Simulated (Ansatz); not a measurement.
Reaction (redistribution): `N[SiH2][O][GeH2][NH2]` + `N[SiH2]P` → `N[SiH2][GeH2][NH2]` + `N[SiH2]OP`

Calculated with Ansatz (gas phase, PBE0-D4/def2-TZVP geometries, no zero-point term in ΔE). CBS: MP2 limit from def2 TZ/QZ plus the TZ coupled-cluster correction, frozen cores. Functionals use def2-TZVPP. B3LYP here is the variant with VWN-RPA as its local correlation; programs differ in this. For Ge outer-core shells are correlated without core-valence functions, which leaves a few kJ/mol of doubt a bond. Scalar relativity is left out up to krypton. Each species was taken in one conformer, which may not be the lowest.

Question: Is it downhill or uphill in electronic energy at CCSD(T)/CBS, and by how much? (Estimate.)

Answer: The calculation gave: Uphill: ΔE = +82.9 kJ/mol.

Question: What do these levels give: PBE-D4, B3LYP-D4, ωB97X-V, r2SCAN, PBE0, B3LYP, MP2/def2-TZVPP, CCSD(T)/def2-TZVPP, SCS-MP2/def2-QZVPP, HF/CBS(def2), MP2/CBS(def2), CCSD/CBS(def2)? (Best estimate.)

Answer: Ansatz gave: PBE-D4 75.0, B3LYP-D4 75.8, ωB97X-V 81.3, r2SCAN 82.7, PBE0 77.0, B3LYP 71.7, MP2/def2-TZVPP 91.1, CCSD(T)/def2-TZVPP 86.2, SCS-MP2/def2-QZVPP 85.2, HF/CBS(def2) 80.7, MP2/CBS(def2) 87.8, CCSD/CBS(def2) 81.3 kJ/mol.

Largest T1 diagnostic among the species: 0.012.

From PBE to PBE0 (25 % exact exchange), in def2-TZVPP and without D4, ΔE moves by +4.6 kJ/mol. The D4 term adds +4.1 kJ/mol with B3LYP and +2.2 kJ/mol with PBE0; it sums over pairs of atoms, weighted by their polarisabilities, and B3LYP, whose exchange is more repulsive, gets the larger term. In def2-TZVPP, CCSD(T) changes the Hartree–Fock value by +4.2 kJ/mol (the triples alone add +1.5 kJ/mol) and MP2 by +9.1 kJ/mol.
